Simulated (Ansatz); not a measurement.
A geometry relaxed with r2SCAN-D4/def2-TZVP (Ansatz, a first-principles code), charge 0, multiplicity 1:

```xyz
7

H     -1.5426    -0.7780    -0.3537
O      1.5527    -0.1311     0.1225
O     -0.2206     1.3554     0.3242
B      0.2090     0.0849     0.0427
H      1.7741    -1.0432    -0.0885
H     -1.1693     1.4858     0.2622
O     -0.6034    -0.9739    -0.3094
```

**Question.** Write the SMILES of this molecule.

**Answer.** `OB(O)O`
